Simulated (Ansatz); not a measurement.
Consider the cleavage of the Si–Sb bond: `[NH2][SbH][SiH3]` + `NB[SeH]` → `NB[Se][SiH3]` + `[NH2][SbH2]`.

Calculated with Ansatz (gas phase, PBE0-D4/def2-TZVP geometries, no zero-point term in ΔE). CCSD(T)/CBS is the MP2 limit (def2-TZVPP, def2-QZVPP) plus CCSD(T) − MP2 in def2-TZVPP, frozen cores. DFT in def2-TZVPP. def2 core potentials past Kr. For Sb, Se outer-core shells are correlated without core-valence functions, which leaves a few kJ/mol of doubt a bond. Scalar relativity is left out up to krypton. One conformer a species, not always the lowest.

```json
{"level": "PBE-D4", "ΔE (eV)": "-0.23"}
{"level": "r2SCAN-D4", "ΔE (eV)": "-0.28"}
{"level": "B2PLYP", "ΔE (eV)": "-0.29"}
{"level": "PBE", "ΔE (eV)": "-0.21"}
{"level": "PBE0", "ΔE (eV)": "-0.25"}
{"level": "HF/def2-TZVPP", "ΔE (eV)": "-0.35"}
{"level": "SCS-MP2/def2-TZVPP", "ΔE (eV)": "-0.34"}
{"level": "CCSD/def2-TZVPP", "ΔE (eV)": "-0.32"}
```

What does CCSD(T)/CBS give? (Best estimate.)

The calculation gave: -0.30 eV. The listed levels differ from it by 0.07, 0.02, 0.01, 0.09, 0.05, -0.05, -0.04, -0.02 eV.

Largest T1 diagnostic among the species: 0.014.

From PBE to PBE0 (25 % exact exchange), in def2-TZVPP and without D4, ΔE moves by −0.04 eV.
